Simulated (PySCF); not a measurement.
An unknown is described by computed data only.

Elements present: C, H, S and Si. Monoisotopic mass: 172.0198 u.

* Dipole: 1.14 D [PBE0/pcSseg-1]
* 1H NMR: chemical shifts (computed TMS as zero) by class: 5.65 (1 H), 4.92 (1 H), 4.80 (1 H), 2.33 (3 H), 2.20 (1 H), 1.98 (3 H), 0.65 (1 H), 0.57 (1 H) ppm [GIAO PBE0/pcSseg-1]
* NMR, other nuclei: isotropic shieldings of nuclei other than C and H, by class: 343 (1 Si), 379 (1 Si), 679 (1 S) ppm [GIAO PBE0/pcSseg-1]
* 13C NMR: chemical shifts (computed TMS as zero) by class: 83.3 (1 C), 81.0 (1 C), 13.2 (1 C), 11.7 (1 C), 5.4 (1 C), -2.4 (1 C) ppm [GIAO PBE0/pcSseg-1]
* Rotational structure: rotational constants A, B, C: 1.057, 0.866, 0.536 GHz [GFN2-xTB]

Electronic properties: PySCF, gas phase, density fitting. Levels stand in brackets. One conformer (not necessarily the lowest) at the GFN2-xTB geometry, without solvent, vibrations or thermal averaging. GFN2-xTB frequencies show an imaginary mode (31i cm⁻¹), so this geometry is no minimum at that level. Each NMR value is the plain mean over a class of atoms that symmetry, rotation or inversion makes alike.

Question: Which formula fits the mass and the elements?

Answer: C6H12SSi2 (calculated 172.0198). No other formula that holds each of these elements comes within 0.0003 u with a fitting electron parity and a possible valence count.

Question: Give a SMILES that accounts for the data.

Answer: Numbering: `[CH3:1][C:2]#[C:3][C@@H:4]1[SiH2:5][CH2:6][Si@@H:7]1[S:8][CH3:9]`. Its formula, C6H12SSi2, gives 3 degrees of unsaturation: 1 ring and 2 π bonds in the structure found. 6 carbons fall into 6 classes; from least to most shielded: alkyne carbon [C3] (83.3 ppm), alkyne carbon [C2] (81.0 ppm), ring sp3 carbon bound to silicon [C4] (13.2 ppm), S-methyl carbon [C9] (11.7 ppm), propargylic carbon [C1] (5.4 ppm), ring sp3 carbon bound to silicon [C6] (-2.4 ppm). Hydrogen classes from least to most shielded: 1 H on an SiH silicon, Si7 (5.65 ppm), 1 H on an SiH2 silicon, Si5 (4.92 ppm), 1 H on an SiH2 silicon, Si5 (4.80 ppm), 3 H on an S-methyl carbon, C9 (2.33 ppm, a mean of values up to 1.2 ppm apart in this geometry), 1 H on an sp3 carbon bound to silicon, C4 (2.20 ppm), 3 H on a propargylic carbon, C1 (1.98 ppm), 1 H on an sp3 carbon bound to silicon, C6 (0.65 ppm), 1 H on an sp3 carbon bound to silicon, C6 (0.57 ppm). The other shieldings belong to: 343 ppm, SiH silicon [Si7]; 379 ppm, SiH2 silicon [Si5]; 679 ppm, sulfur bonded to C and Si [S8]. The optimised geometry has point group C1 and is an asymmetric top. Structure: `CC#C[C@@H]1[SiH2]C[Si@@H]1SC`. Computed isomers that give other values at the same levels: `C#C[Si@]1(C)C[C@H](S[SiH3])C1` (13C chemical shifts (computed TMS as zero) by class: 105.0 (1 C), 90.9 (1 C), 40.2 (1 C), 31.7 (2 C), -0.5 (1 C) ppm); `[SiH3]/C=C(/[SiH3])C1CC(=S)C1` (13C chemical shifts (computed TMS as zero) by class: 283.2 (1 C), 172.8 (1 C), 140.7 (1 C), 58.6 (2 C), 39.4 (1 C) ppm); `C#C[SiH2][C@@H]1CCCS[SiH2]1` (13C chemical shifts (computed TMS as zero) by class: 105.1 (1 C), 85.5 (1 C), 36.2 (1 C), 31.9 (1 C), 31.0 (1 C), 11.9 (1 C) ppm). The assignments are read from this structure; whether some other isomer fits the data as well wasn't checked. The mirror image fits equally.

The values belong to the conformer `[CH3:1][C:2]#[C:3][C@@H:4]1[SiH2:5][CH2:6][Si@@H:7]1[S:8][CH3:9]`: C6–Si7–S8–C9 -167°.
